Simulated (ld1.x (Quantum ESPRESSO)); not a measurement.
**Sb (Z = 51), TM: configuration errors across variants**

```
Element                 : Sb
Generator               : ld1.x (Quantum ESPRESSO) 7.5
Type                    : norm-conserving Troullier–Martins (Kleinman–Bylander form)
Functional              : LDA (PZ)
Relativity              : scalar-relativistic
Frozen core             : [Kr]
Valence charge          : 15
Reference configuration : 4d10 5s2 5p3
Partial waves           : 5p (bound): rc 2.35 bohr; 4d (bound): rc 1.15 bohr; 5s (bound): rc 1.60 bohr
Local potential         : the s channel
Core correction         : Bessel-smoothed model core, default radius (core density twice the valence density)
```

All-electron excitation energies from the reference (eV): (1) 4d10 5s2 5p2 8.521; (2) 4d10 5s2 5p1 24.774; (3) 4d10 5s2 5p0 49.559; (4) 4d9 5s2 5p4 31.004; (5) 4d10 5s2 5p2.5 3.355; (6) 4d10 5s2 5p3.3 -1.207; (7) 4d10 5s2 5p3 spin -1.092; (8) 4d10 5s2 5p2 spin 7.930.

Spin tests fill each open shell by Hund’s rule, majority spin first.

The default core radius of the base comes out at 0.61 bohr.

2 further variants failed, have other tests or too few solved ones, and are left out.

Errors AE − PS in meV (a dash: test not solved or not reliable):

| change | (1) | (2) | (3) | (4) | (5) | (6) | (7) | (8) | bound ghosts |
| --- | --- | --- | --- | --- | --- | --- | --- | --- | --- |
| base | -1.2 | -1.9 | -4.4 | -400 | -0.5 | +0.4 | +8.6 | +3.7 | none |
| core correction Bessel-smoothed model core inside 0.46 bohr | -1.2 | -2.0 | -4.5 | -400 | -0.6 | +0.4 | +8.6 | +3.7 | none |
| core correction Bessel-smoothed model core inside 0.58 bohr | -1.2 | -1.9 | -4.4 | -400 | -0.5 | +0.4 | +8.6 | +3.7 | none |
| core correction Bessel-smoothed model core inside 0.76 bohr | -1.2 | -2.0 | -4.4 | -399 | -0.5 | +0.4 | +8.6 | +3.7 | none |
| core correction Bessel-smoothed model core inside 0.88 bohr | -1.2 | -2.0 | -4.4 | -400 | – | +0.4 | +8.6 | – | none |
| core correction Bessel-smoothed model core inside 0.98 bohr | -1.2 | -1.9 | -4.4 | -401 | -0.5 | +0.4 | +8.6 | +3.7 | none |
| core correction Bessel-smoothed model core inside 1.26 bohr | -1.2 | -2.0 | -4.4 | -398 | -0.6 | +0.3 | +8.6 | +3.6 | none |

**Question.** Give the same row for: core correction Bessel-smoothed model core inside 1.36 bohr.

**Answer.** -1.2, -1.9, -4.3, -394, -0.6, +0.4, +8.6, +3.7; bound ghosts: none.
